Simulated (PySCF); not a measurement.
**V²⁺ (vanadium, charge +2) across methods**

[Ar] 3d2 4s1, high-spin 4F determinant (an excited configuration). Computed with PySCF 2.14 in ANO-RCC-VTZP (6s5p3d2f1g, 59 functions), with the spin-free X2C one-electron Hamiltonian (Gaussian nucleus). The B2PLYP total includes its PT2 part (frozen core); its orbital energies are those of the SCF part.

```json
{"method": "PBE", "E (hartree)": "-947.928", "mean ε 3p β (eV)": "-65.987", "mean ε 3d α (eV)": "-28.720", "mean ε 4s α (eV)": "-20.385", "Σ⟨r²⟩ (bohr²)": "23.90", "⟨S²⟩": "3.750"}
{"method": "LDA", "E (hartree)": "-945.925", "mean ε 3p β (eV)": "-66.076", "mean ε 3d α (eV)": "-28.659", "mean ε 4s α (eV)": "-20.650", "Σ⟨r²⟩ (bohr²)": "23.92", "⟨S²⟩": "3.750"}
{"method": "M06-2X", "E (hartree)": "-948.165", "mean ε 3p β (eV)": "-71.722", "mean ε 3d α (eV)": "-32.982", "mean ε 4s α (eV)": "-21.881", "Σ⟨r²⟩ (bohr²)": "23.98", "⟨S²⟩": "3.751"}
{"method": "BLYP", "E (hartree)": "-948.211", "mean ε 3p β (eV)": "-65.789", "mean ε 3d α (eV)": "-28.618", "mean ε 4s α (eV)": "-20.340", "Σ⟨r²⟩ (bohr²)": "23.91", "⟨S²⟩": "3.750"}
{"method": "r2SCAN", "E (hartree)": "-948.129", "mean ε 3p β (eV)": "-66.956", "mean ε 3d α (eV)": "-29.414", "mean ε 4s α (eV)": "-20.549", "Σ⟨r²⟩ (bohr²)": "23.94", "⟨S²⟩": "3.751"}
{"method": "B2PLYP", "E (hartree)": "-947.930", "mean ε 3p β (eV)": "-71.529", "mean ε 3d α (eV)": "-33.475", "mean ε 4s α (eV)": "-21.735", "Σ⟨r²⟩ (bohr²)": "23.99", "⟨S²⟩": "3.751"}
{"method": "UHF", "E (hartree)": "-947.22916", "mean ε 3p β (eV)": "-76.019", "mean ε 3d α (eV)": "-37.521", "mean ε 4s α (eV)": "-22.806", "Σ⟨r²⟩ (bohr²)": "24.14", "⟨S²⟩": "3.753"}
{"method": "PBE0", "E (hartree)": "-947.967", "mean ε 3p β (eV)": "-68.874", "mean ε 3d α (eV)": "-31.097", "mean ε 4s α (eV)": "-21.088", "Σ⟨r²⟩ (bohr²)": "23.92", "⟨S²⟩": "3.751"}
```
